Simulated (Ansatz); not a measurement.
Molecule: sum formula InO$_{2}$H$_{2}$ (charge -1, singlet). 
Structure (B3LYP-D3(BJ)/def2-TZVP (Ansatz, an electronic-structure program) minimum search):
```
O
H 1 0.9635
In 1 2.1582 2 108.23
O 3 2.1266 1 90.43 2 180.00
H 4 0.9657 3 103.54 1 0.00
```
Charge -1, spin multiplicity 1.

Basis-set convergence of Hartree-Fock and MP2 correlation energies (hartree) with Ansatz. Valence correlation only, unless marked. Spin-orbit coupling is left out. The frozen core is the preceding noble-gas configuration, with the filled d and f shells of earlier blocks. In def2 rows, elements after Kr have scalar-relativistic effective core potentials. This anion needs diffuse functions, which these sets lack.

```json
[
 {"basis": "def2-SVP", "functions": "64", "E(HF)": "-340.01421", "E(corr, MP2)": "-0.44517"},
 {"basis": "def2-TZVPP", "functions": "140", "E(HF)": "[?]", "E(corr, MP2)": "[?]"}
]
```

Fill in the missing entries.


- def2-TZVPP, E(HF): -340.22825
- def2-TZVPP, E(corr, MP2): -0.57829
